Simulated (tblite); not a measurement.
Here is a computed GFN2-xTB geometry (Å):
```
atom  x, y, z in Å
C1     0.701    0.996   -0.318
C2     0.267   -0.352    0.110
C3     1.108   -1.420    0.468
N4     2.393   -1.459    0.495
O5    -1.092   -0.677    0.182
C6    -2.038    0.203   -0.086
F7    -2.039    1.273    0.729
F8    -1.992    0.702   -1.333
F9    -3.219   -0.385    0.048
H10    1.786    1.054   -0.287
H11    0.296    1.775    0.333
H12    0.372    1.217   -1.337
H13    0.600   -2.333    0.758
H14    2.855   -0.595    0.217
```

Doublet state.

Problem. Read off the bonds between heavy atoms and their formal orders.

Solution. C1–C2 1.48 Å (single); C2–C3 1.41 Å (single); C3–N4 1.29 Å (double); C2–O5 1.40 Å (single); O5–C6 1.32 Å (single); C6–F7 1.34 Å (single); C6–F8 1.34 Å (single); C6–F9 1.33 Å (single). Bonds to hydrogen (Å): C1–H10 1.09; C1–H11 1.09; C1–H12 1.09; C3–H13 1.09; N4–H14 1.02. The orders are those of one drawing; other resonance forms can be drawn.

Problem. Which species is it?

Solution. `[H]/N=C\[C](C)OC(F)(F)F`, C4H5F3NO.

Problem. Classify the heavy atoms.

Solution. C1: carbon bonded to C and 3 H; C2: carbon bonded to 2 C and O; C3: carbon bonded to C, N and H; N4: nitrogen bonded to C and H; O5: oxygen bonded to 2 C; C6: carbon bonded to 3 F and O; F7/F8/F9: fluorine bonded to C.

Problem. What is the arrangement about N4?

Solution. It has 2 neighbours (C3, H14) and is bent (angle 114.9°).

Problem. What is the arrangement about C3?

Solution. It has 3 neighbours (C2, N4, H13) and is planar (angles 128.8°, 115.9° and 115.3°, sum 360.0°, 0.00 Å off the plane of its three neighbours).
